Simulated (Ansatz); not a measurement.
Geometry optimisation, Ansatz, RKS LDA/def2-SVP.

Input:

```yaml
crystal:
  periodic: [false, false, false]
  atoms:
    - { symbol: B, position_ang: [0.0, 0.0, 0.0] }
    - { symbol: Cl, position_ang: [0.0, 0.0, 1.86] }
    - { symbol: C, position_ang: [1.3856, 0.0, -0.8] }
    - { symbol: H, position_ang: [1.7152, -1.0462, -0.9702] }
    - { symbol: H, position_ang: [1.2491, 0.508, -1.7774] }
    - { symbol: H, position_ang: [2.1552, 0.5381, -0.2082] }
    - { symbol: O, position_ang: [-1.2211, 0.0, -0.705] }
    - { symbol: H, position_ang: [-1.7308, -0.8467, -0.4965] }
basis:
  gaussian: { orbitals: def2-SVP }
hamiltonian:
  xc: lda
relax:
  f_tol: 0.02
  max_steps: 40
```

Launched with:

```bash
$ ansatz run input.yaml --threads 1 --pin off --max-ram 2048MiB --backend cpu --events-out ev --progress --plain --runs-dir out
```

Where does it end, and by what steps?

The forces met the threshold. The force dipped under the threshold on the way, but the program's further checks kept it going. After 9 steps the energy has fallen by 0.655 eV; H8 moved furthest, 0.68 Å.

```csv
step,energy less start (eV),largest force component (eV/Å),accepted
0,0.0000,1.662,yes
1,-0.3024,1.985,yes
2,-0.5048,1.716,yes
3,-0.6329,0.626,yes
4,-0.6421,0.403,yes
5,-0.6538,0.038,yes
6,-0.6547,0.019,yes
7,-0.6548,0.063,yes
8,-0.6543,0.122,no
9,-0.6552,0.008,yes
```

```xyz
8
Properties=species:S:1:pos:R:3
B 0.023 -0.177 -0.091
Cl -0.045 -0.488 1.660
C 1.386 0.020 -0.804
H 2.013 -0.891 -0.689
H 1.263 0.237 -1.884
H 1.962 0.844 -0.330
O -1.137 -0.122 -0.769
H -1.912 -0.268 -0.191
```

Whether the end is a true minimum wasn't checked by a vibrational analysis.

The run took 19 s on 1 thread of Arm Neoverse V1 (shared host), peak memory 0.14 GiB.
